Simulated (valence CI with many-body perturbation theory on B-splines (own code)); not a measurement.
Results of a calculation; reference values are marked as such.
## Sb20+: what the settings do

Method: valence CI with perturbative core correlation (CI+MBPT): three valence electrons over a frozen Dirac-Fock core [Ar] 3d10, a basis of 6 s, 6 p, 5 d, 3 f, 1 g functions for each j, with the one-electron correlation potential Σ1, the two-electron term Σ2, the three-electron term Σ3, Breit, model QED; selected CI, second order for the rest, scaled by the run's own slope (own B-spline code, finite nucleus).

No measured spectrum was set against this ion. As an estimate, levels hold to about 250 cm⁻¹ or 0.2 % of their energy and the worst to 1 %, as in measured heavy ions of charge 2 to 7; those with d or f electrons hold less well.

The reference run has the lowest level 4s2.4p 2P°_1/2 and an ionisation energy of 585.499 eV. Its largest variational space holds 3063 state functions.

Names give the largest LS component (configuration and term), which can be under half, so a name can repeat, a term be missing and a line seem to break the LS rules; names also repeat where a configuration has a term twice. Letters in brackets count levels of one name in rising energy.

Changed runs:
A. correlating orbitals by l 3 3 3 2 1 → 2 6 3 3 2; highest l with Σ1, explicit Σ2 and valence Breit (higher l get mean screening factors) 3 → 2
B. averaging of valence orbitals over low configurations on → off
C. correlating orbitals by l 3 3 3 2 1 → 1 3 5 2 2
D. highest l in the core sums 6 → 1 (bad on purpose)

Excitation energies of the reference run in cm⁻¹, and shifts in cm⁻¹:

```csv
Level,Reference,A,B,C,D
4s2.4p 2P°_3/2,99611,+3.3,+1.4,+0.3,-810
4s.4p2 4P_1/2,346077,-18,+4.5,+0.7,-2454
4s.4p2 4P_3/2,407857,-22,+7.5,+6.2,-3802
4s.4p2 4P_5/2,437233,-17,+5.8,+0.4,-3157
4s.4p2 2D_3/2,490247,-7.2,+2.3,-12,-784
4s.4p2 2P_1/2,523522,+0.4,-2.3,-20,+4063
4s.4p2 2D_5/2,536560,-8.7,+5.0,-5.3,-2925
4s.4p2 2S_1/2,622920,+25,-2.4,-24,+1529
4s.4p2 2P_3/2,630926,-3.5,-0.7,-20,+4478
4s2.4d 2D_3/2,754376,+136,+2.3,-18,+5073
4s2.4d 2D_5/2,771840,+137,+2.9,-16,+4693
4p3 2P°_3/2 [a],865467,-19,+2.9,-26,+1372
Ionisation energy (eV),585.499,+0.00034,+0.00075,+0.001,-1.053
```
